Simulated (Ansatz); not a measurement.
Computed with Ansatz on PBE0-D4/def2-TZVP structures; ΔE is electronic, products minus reactants. CCSD(T)/CBS is the MP2 limit (def2-TZVPP, def2-QZVPP) plus CCSD(T) − MP2 in def2-TZVPP, frozen cores. DFT in def2-TZVPP. One conformer a species, not always the lowest.

Consider the isomerisation: `OC[SiH2]O` → `OCO[SiH3]`.

`OC[SiH2]O`:

Cartesian coordinates in Å:
```
O -0.505 1.442 -1.066
C -0.097 1.082 0.248
Si -0.216 -0.780 0.483
O 0.502 -1.489 -0.833
H -0.096 0.828 -1.683
H -0.762 1.602 0.944
H 0.920 1.444 0.464
H 0.452 -1.204 1.746
H -1.631 -1.222 0.466
H 1.433 -1.703 -0.769
```

`OCO[SiH3]`:

Cartesian coordinates in Å:
```
O 1.558 1.696 -0.157
C 0.844 0.636 0.368
O -0.113 0.192 -0.559
Si -1.068 -1.131 -0.342
H 0.944 2.415 -0.336
H 0.333 0.915 1.303
H 1.577 -0.151 0.575
H -1.908 -1.242 -1.555
H -0.240 -2.355 -0.165
H -1.926 -0.973 0.866
```

```csv
level,ΔE (kJ/mol),difference from CCSD(T)/CBS
PBE-D4,40.7,-0.4
B97M-V,36.7,-4.4
ωB97X-V,34.3,-6.8
B2PLYP,35.4,-5.7
PBE,39.7,-1.4
r2SCAN,38.2,-2.9
BHLYP,30.4,-10.7
CAM-B3LYP,32.4,-8.7
HF/def2-SVP,5.7,-35.4
SCS-MP2/def2-QZVPP,37.7,-3.4
CCSD(T)/CBS,41.1,0
```

Largest T1 diagnostic among the species: 0.011.

In def2-TZVPP, CCSD(T) changes the Hartree–Fock value by +16.7 kJ/mol (the triples alone add +1.1 kJ/mol) and MP2 by +20.9 kJ/mol. From BLYP to BHLYP (50 % exact exchange), in def2-TZVPP and without D4, ΔE moves by −4.0 kJ/mol. At CCSD(T), def2-SVP lies −26.7 kJ/mol from the extrapolated value and def2-TZVPP −5.3 kJ/mol.
